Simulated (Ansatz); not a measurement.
Calculated with Ansatz (gas phase, PBE0-D4/def2-TZVP geometries, no zero-point term in ΔE). CCSD(T)/CBS adds triple-zeta CCSD(T) − MP2 to the extrapolated MP2 energy (def2 sets, frozen cores). Functionals use def2-TZVPP. B3LYP here is the variant with VWN-RPA as its local correlation; programs differ in this. One conformer a species, not always the lowest.

Consider the redistribution: `C[Si](C)(C)CBCl` + `C[Si](F)(F)C=O` → `O=CBCl` + `C[Si](C)(C)C[Si](C)(F)F`.

(1) Is it downhill or uphill in electronic energy at CCSD(T)/CBS, and by how much? (Best estimate.)

(2) What do these levels give: B3LYP-D4, ωB97X-V, PBE, PBE0, SCS-MP2/def2-TZVPP, HF/CBS(def2)? (Estimate.)

Largest T1 diagnostic among the species: 0.016.

## Answers

(1) Computed: Nearly level: ΔE = -1.5 kJ/mol.

(2) Computed: B3LYP-D4 -2.0, ωB97X-V -1.6, PBE 1.7, PBE0 0.5, SCS-MP2/def2-TZVPP -0.7, HF/CBS(def2) -2.5 kJ/mol.
